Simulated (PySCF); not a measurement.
Compound: C3H8O2Si.
Numbering: `[CH3:1][C:2](=[O:3])[CH2:4][SiH2:5][OH:6]` (hydrogens: H7, H8, H9 on C1; H10, H11 on C4; H12, H13 on Si5; H14 on O6)

Theory: PBE0-D3(BJ)/def2-SVP geometry optimisation, gas phase (PySCF).

Problem. List the bond lengths, angles and torsions at this level.

Solution. 
```tsv
bond	length (pm)
C1–C2	150.2
C2=O3	121.8
C2–C4	150.3
C4–Si5	190.4
Si5–O6	165.6
C1–H7, C1–H8, C1–H9	110.0
C4–H10, C4–H11	110.2
Si5–H12, Si5–H13	149.3
O6–H14	97.4
```

Bonds in one row agree within 1 pm and their mean is given. A selection of angles:
```tsv
angle	degrees
C2–C1–H7	110.0
H7–C1–H8	110.1
H7–C1–H9	106.8
C1–C2–O3	121.3
C1–C2–C4	117.9
O3–C2–C4	120.8
C2–C4–Si5	109.4
C2–C4–H10	113.2
C2–C4–H11	107.9
Si5–C4–H10	113.0
Si5–C4–H11	104.6
H10–C4–H11	108.4
C4–Si5–O6	106.5
C4–Si5–H12	109.8
C4–Si5–H13	108.5
O6–Si5–H12	110.1
O6–Si5–H13	113.1
H12–Si5–H13	108.8
Si5–O6–H14	109.8
```

Dihedral angles: C1–C2–C4–Si5 126° (anticlinal); C2–C4–Si5–O6 52° (synclinal); H14–O6–Si5–C4 -26° (synperiplanar). The mirror-image conformer, all signs reversed, is as good.

H14 on O6 lies 1.97 Å from O3, 5 bonds away (angle at H 142°; Bondi radii sum to 2.72 Å): the geometry of an intramolecular hydrogen bond. Si5 (oxygen-bound silicon) is distorted tetrahedral (angles from 106.5° to 113.1°). O6 (silanol oxygen) is bent (angle 109.8°). Of the pairs four or more bonds apart, those above aside, C2···H14 is among the closest relative to their van der Waals radii: 2.62 Å, 90 % of the sum of Bondi's values.

Point group: C1 (no symmetry element, even within 0.4 Å). Stationary, but not proved a minimum. The numbers are those of one conformer (C1–C2–C4–Si5 126°, C2–C4–Si5–O6 52°, C4–Si5–O6–H -26°).

Time: 70 s of wall time; peak memory 0.50 GiB. Hardware: Arm Neoverse V1, one thread, shared host. These figures are those of the optimisation.
